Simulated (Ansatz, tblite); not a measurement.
Forces on Si₃Te at its PBE-D4/def2-SVP geometry. Total charge 0; singlet.

In the def2 sets Te takes a core potential; there is no spin–orbit coupling. The xTB rows come from tblite. The restricted singlet is unstable towards broken spin symmetry in Hartree–Fock (as tested in another run); at PBE-D4/def2-TZVP this wasn't settled. Another isomer (singlet) lies 0.02 eV lower at PBE0-D4/def2-TZVP; other spin states weren't run for this one.

GFN1-xTB (tblite), largest force 1.12 eV/Å:

```xyz
4
positions Å, forces eV/Å
Si    0.905   -1.301    0.604   -0.604    0.174    0.073
Si   -0.394    0.648   -1.517   -0.352   -0.203    0.484
Si   -1.299   -0.619    0.227    1.012    0.193   -0.442
Te    0.788    1.272    0.686   -0.057   -0.164   -0.116
```

GFN2-xTB (tblite), largest force 0.87 eV/Å:

```
Si -0.632 0.175 0.062
Si -0.364 -0.227 0.500
Si 0.658 -0.153 -0.543
Te 0.337 0.205 -0.018
```

PBE-D4/def2-TZVP (Ansatz), largest force 0.28 eV/Å:

```
Si -0.143 0.202 -0.063
Si 0.042 -0.076 0.240
Si 0.227 0.096 -0.051
Te -0.126 -0.222 -0.127
```
